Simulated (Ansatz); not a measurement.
The cluster Ge₃H⁻. Charge -1, multiplicity 3. Geometry PBE0-D4/def2-SVP, that of the neutral doublet; atoms count from 1.

```xyz
4

Ge   -1.835   -0.292   -0.148
Ge    0.002    1.255    0.340
Ge    0.442   -1.185   -0.305
H     1.392    0.221    0.113
```

The highest occupied level of the charge -1 triplet lies above zero (up to 0.85 eV). By energy differences its removal costs 0.72 eV (vertical, to the charge 0 doublet, at PBE0-D4/def2-TZVPD); a positive level beside a positive removal energy at the same level points to self-interaction error. At PBE0-D4/def2-TZVPD a singlet of charge -1 lies 1.57 eV below the triplet at the same geometry. The structure comes from a short search, and lower isomers may exist.

Estimate the Mulliken populations from the PBE0/def2-TZVPD orbitals of Ansatz.


| atom | charge (e) | spin (α − β) |
| --- | --- | --- |
| Ge1 | -0.28 | 0.29 |
| Ge2 | -0.38 | 0.89 |
| Ge3 | -0.38 | 0.89 |
| H4 | 0.04 | -0.06 |
Mulliken values and Mayer orders depend strongly on the basis. With diffuse functions, as here, like atoms can get unlike values, and bond orders can come out too low or too high.

Where does the spin sit?

Summed by element: Ge 2.06, H -0.06, of 2 unpaired in all. Largest on single atoms: Ge3 0.89, Ge2 0.89, Ge1 0.29.

And the Mayer bond orders between bonded heavy atoms (over 0.3)?

Ge1–Ge2 1.22 (2.45 Å); Ge1–Ge3 1.22 (2.45 Å); Ge2–Ge3 0.88 (2.56 Å).
